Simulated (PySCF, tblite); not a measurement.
Isomers of C8H12F2O. Level: GFN2-xTB in tblite, geometry and Hessian alike; calculated harmonic values, unscaled, isolated species. Errors from tens to a few hundred cm⁻¹ against measured bands are possible. One conformer each.

Electronic energies: PBE0/pcSseg-1 single points on the GFN2-xTB geometries (PySCF, gas phase).

```csv
SMILES,"electronic energy, lowest = 0 (kJ/mol)"
C/C(C(=O)F)=C(/F)C(C)(C)C,1.2
CC(C)[C@@]1(C(=O)F)C[C@]1(C)F,4.2
CC[C@@H]1[C@H](C)C[C@]1(F)C(=O)F,3.2
CC(C)[C@H]1C[C@](F)(C(=O)F)C1,0.0
```

Problem. How do GFN2-xTB zero-point energies change the relative energies?

Solution. 
```
                          SMILES  ZPE (kJ/mol)  of it from modes above 1550 cm⁻¹  electronic (kJ/mol)  with ZPE, lowest = 0 (kJ/mol)  lowest mode (cm⁻¹)  rings
   CC(C)[C@H]1C[C@](F)(C(=O)F)C1         488.6                             228.0                  0.0                            3.5                  18      1
       C/C(C(=O)F)=C(/F)C(C)(C)C         483.8                             239.3                  1.2                            0.0                  33      0
CC[C@@H]1[C@H](C)C[C@]1(F)C(=O)F         489.6                             227.8                  3.2                            7.8                  40      1
   CC(C)[C@@]1(C(=O)F)C[C@]1(C)F         485.1                             229.8                  4.2                            4.3                  53      1
```

The zero-point energies span 5.8 kJ/mol, from `C/C(C(=O)F)=C(/F)C(C)(C)C` to `CC[C@@H]1[C@H](C)C[C@]1(F)C(=O)F`. With it `C/C(C(=O)F)=C(/F)C(C)(C)C` becomes the lowest.

Problem. And how do the electronic energies of GFN2-xTB itself compare?

Solution. `CC(C)[C@H]1C[C@](F)(C(=O)F)C1` 3.9; `C/C(C(=O)F)=C(/F)C(C)(C)C` 28.1; `CC[C@@H]1[C@H](C)C[C@]1(F)C(=O)F` 0.0; `CC(C)[C@@]1(C(=O)F)C[C@]1(C)F` 14.9 kJ/mol, lowest = 0. Against the energies above, taken from the same isomer `CC(C)[C@H]1C[C@](F)(C(=O)F)C1`, the largest difference is 23.0 kJ/mol.

Problem. What do entropy and thermal enthalpy add at 298.15 K and 1 bar (rigid rotor, harmonic oscillator, one conformer each)?

Solution. 
```csv
SMILES,point group,symmetry number,S (J/(mol K)),H − H(0) (kJ/mol),ZPE + H − H(0) − TS (kJ/mol)
C/C(C(=O)F)=C(/F)C(C)(C)C,C1,1,467.9,36.25,380.6
CC[C@@H]1[C@H](C)C[C@]1(F)C(=O)F,C1,1,444.4,33.16,390.3
CC(C)[C@@]1(C(=O)F)C[C@]1(C)F,C1,1,449.5,34.68,385.8
```

Not tabulated: `CC(C)[C@H]1C[C@](F)(C(=O)F)C1` (lowest mode only 18 cm⁻¹).
